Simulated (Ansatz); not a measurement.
CH6AlFOSi (`O[SiH]([AlH2])CF`). Charge 0, multiplicity 1. All single points use the PBE0-D4/def2-TZVP geometry. It is one conformer, not always the lowest.

```xyz
11

O    -1.275    1.578   -0.378
Si   -0.453    0.363    0.394
Al   -0.880   -1.872   -0.593
C     1.418    0.685    0.444
F     1.726    1.854    1.130
H    -1.328    1.545   -1.333
H    -0.923    0.426    1.806
H    -0.417   -3.206    0.138
H    -1.635   -1.988   -1.991
H     1.844    0.766   -0.564
H     1.923   -0.150    0.947
```

Q: What is the dipole moment at PBE/def2-TZVPP? (Estimate.)

A: Computed: 2.37 D, with components (0.01, -1.52, -1.82) D in this frame, pointing from negative to positive charge.

Q: And with r2SCAN, B3LYP, ωB97M-V? (Estimate.)

A: The calculation gave: r2SCAN 2.50 D, B3LYP 2.63 D, ωB97M-V 2.67 D.

Q: Give the Mulliken charges with PBE, ωB97M-V, B3LYP in def2-TZVPP. (Best estimate.)

A: Ansatz gave: 
```json
{"atom": "O1", "PBE": "-0.34", "ωB97M-V": "-0.37", "B3LYP": "-0.39"}
{"atom": "Si2", "PBE": "0.25", "ωB97M-V": "0.26", "B3LYP": "0.34"}
{"atom": "Al3", "PBE": "0.27", "ωB97M-V": "0.29", "B3LYP": "0.32"}
{"atom": "C4", "PBE": "-0.04", "ωB97M-V": "-0.08", "B3LYP": "-0.03"}
{"atom": "F5", "PBE": "-0.20", "ωB97M-V": "-0.23", "B3LYP": "-0.25"}
{"atom": "H6", "PBE": "0.19", "ωB97M-V": "0.17", "B3LYP": "0.18"}
{"atom": "H7", "PBE": "-0.07", "ωB97M-V": "-0.03", "B3LYP": "-0.08"}
{"atom": "H8", "PBE": "-0.11", "ωB97M-V": "-0.11", "B3LYP": "-0.14"}
{"atom": "H9", "PBE": "-0.11", "ωB97M-V": "-0.11", "B3LYP": "-0.14"}
{"atom": "H10", "PBE": "0.08", "ωB97M-V": "0.10", "B3LYP": "0.08"}
{"atom": "H11", "PBE": "0.09", "ωB97M-V": "0.11", "B3LYP": "0.09"}
```

B3LYP here is the variant with VWN-RPA as its local correlation; programs differ in this.
